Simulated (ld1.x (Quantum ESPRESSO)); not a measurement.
## Varying the TM semilocal potential for tin (Sn)

Base potential:

ld1.x (Quantum ESPRESSO) 7.5 input, shortened:

```
&input
   title='Sn', zed=50., rel=1, dft='PZ', iswitch=3,
   config='[Kr] 4d10 5s2 5p2'
 /
 &inputp
   pseudotype=1, tm=.true., lloc=1,
   nlcc=.true., new_core_ps=.true., rcore=1.05
 /
3
4S  1  0   2.00   0.00  1.15  1.15  0.0
4D  3  2  10.00   0.00  1.60  1.60  0.0
4P  2  1   6.00   0.00  1.20  1.20  0.0
 &test
   configts(1)='4s2 4p6 4d10 5s2 5p2'
 /
```

Occupied shells without a wave of their own: 5p, 5s. They enter only through the test configuration that unscreens the potential, and ld1.x also counts them in the model core charge.

Cutoffs, loose and tight: the cutoffs (Ry, on a coarse ladder) from which the occupation-weighted sum of valence levels, in a spherical-Bessel basis at the reference potential, stays within 10 and 1 mRy of its value at 400 Ry. They do not see the model core or the augmentation charge, which bear on the density cutoff. Test errors are all-electron minus pseudo excitation energies from the reference, over the configurations 4s2 4p6 4d10 5s2 5p1; 4s2 4p6 4d10 5s2 5p0; 4s2 4p6 4d10 5s1 5p0; 4s1 4p6 4d10 5s2 5p2; 4s2 4p6 4d10 5s0 5p0; 4s2 4p6 4d10 5s2 5p1.5; 4s2 4p6 4d9 5s2 5p2 (two spin-polarised tests are not counted in the largest error). A dash means not determined; rows that change the core or the reference have their own tests.

With those shells counted twice in exchange and correlation these files are broken, and their errors move erratically; no question is asked of them.

A semilocal file is local in each channel, so a ghost entry of none says nothing of the separable form that plane-wave codes build from it.

| change | outcome | cutoff, loose | cutoff, tight | bound ghosts | largest test error (meV) |
| --- | --- | --- | --- | --- | --- |
| base | generated, misses its reference levels by 1.30 eV | 140 Ry | 200 Ry | none | -7682 |
| core correction none | generated, misses its reference levels by 1.30 eV | 140 Ry | 200 Ry | none | -5562 |
| core correction Bessel-smoothed model core inside 0.50 bohr | generated, misses its reference levels by 1.30 eV | 140 Ry | 200 Ry | none | -7694 |
| core correction Bessel-smoothed model core inside 0.66 bohr | generated, misses its reference levels by 1.30 eV | 140 Ry | 200 Ry | none | -7693 |
| core correction Bessel-smoothed model core inside 0.76 bohr | generated, misses its reference levels by 1.30 eV | 140 Ry | 200 Ry | none | -7691 |
| core correction Bessel-smoothed model core inside 0.92 bohr | generated, misses its reference levels by 1.30 eV | 140 Ry | 200 Ry | none | -7688 |
| core correction Bessel-smoothed model core inside 1.10 bohr | generated, misses its reference levels by 1.30 eV | 140 Ry | 200 Ry | none | -7689 |
| core correction Bessel-smoothed model core inside 1.20 bohr | generated, misses its reference levels by 1.30 eV | 140 Ry | 200 Ry | none | -7680 |
| core correction Bessel-smoothed model core inside 1.34 bohr | generated, misses its reference levels by 1.30 eV | 140 Ry | 200 Ry | none | -7676 |
